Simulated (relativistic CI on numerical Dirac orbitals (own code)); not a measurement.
Sensitivity of the levels of Er⁴⁸⁺ to α and to the nuclear radius

Computed by Dirac-Coulomb-Breit CI, KLI orbitals optimised for each configuration, derivatives by finite differences, unscaled Slater integrals, QED left out (own radial code, finite nucleus).

Configurations in the expansion (outside the closed core [Ne]): 3s²3p⁶3d², 3s²3p⁵3d³, 3s3p⁶3d³, 3s²3p⁶3d4s, 3s²3p⁶3d4p, 3s²3p⁶4s². Double excitations out of closed p, d and f shells are left out; levels of such configurations are missing from the list, as are those of other unlisted configurations, and high levels can miss mixing partners.

With x = (α/α₀)² − 1 an excitation energy changes as ω = ω₀ + qx; K = 2q/ω₀ is the relative enhancement. Terms are leading LS components, so labels can repeat. The field-shift factor is F = δν/δ⟨r²⟩ for the transition from the lowest level.

Lowest level 3s²3p⁶3d² ³F2.

| Level | ω₀ (cm⁻¹) | q (cm⁻¹) | F (GHz/fm²) |
| --- | --- | --- | --- |
| 3s²3p⁶3d² ³P0 | 170552 | 21190 | 0.437 |
| 3s²3p⁶3d² ³F3 | 382106 | 409100 | 7.46 |
| 3s²3p⁶3d² ³P2 | 460417 | 408300 | 6.8 |
| 3s²3p⁶3d² ¹G4 | 482254 | 416700 | 7.79 |
| 3s²3p⁶3d² ³P1 | 494353 | 417400 | 6.7 |
| 3s²3p⁶3d² ³F4 | 827725 | 809300 | 14.7 |
| 3s²3p⁶3d² ³P2 | 885426 | 825200 | 14.2 |
| 3s²3p⁶3d² ¹S0 | 1075685 | 815400 | 15.8 |
| 3s²3p⁵3d³ ³D°2 | 1958745 | 117000 | 13.3 |
| 3s²3p⁵3d³ ⁵D°1 | 1987607 | 141100 | 13.5 |
| 3s²3p⁵3d³ ⁵D°0 | 2022129 | 133900 | 13.6 |
| 3s²3p⁵3d³ ³F°3 | 2039797 | 113900 | 13.5 |
| 3s²3p⁵3d³ ⁵F°3 | 2278105 | 507700 | 20.3 |
| 3s²3p⁵3d³ ⁵G°4 | 2318028 | 517500 | 20.6 |
| 3s²3p⁵3d³ ⁵S°2 | 2327324 | 523100 | 20.3 |
| 3s²3p⁵3d³ ³F°2 | 2346998 | 525100 | 20.1 |
| 3s²3p⁵3d³ ⁵D°1 | 2363301 | 524400 | 19.3 |
| 3s²3p⁵3d³ ³G°5 | 2379201 | 517800 | 20.9 |
| 3s²3p⁵3d³ ³G°3 | 2385986 | 518300 | 20.4 |
| 3s²3p⁵3d³ ³H°6 | 2392966 | 493800 | 20.7 |
| 3s²3p⁵3d³ ³F°4 | 2395088 | 515100 | 20.7 |
| 3s²3p⁵3d³ ³P°0 | 2395587 | 494300 | 20 |
| 3s²3p⁵3d³ ³G°4 | 2441378 | 516200 | 20.9 |

At this charge energies of transitions that change n are usually good to better than 1 %, and those within a shell (Δn = 0) to a few per cent.

(1) Which transition from the lowest level has the largest |K|?

Results:

(1) 3s²3p⁶3d² ³F3 at 382106 cm⁻¹, K = 2.14.
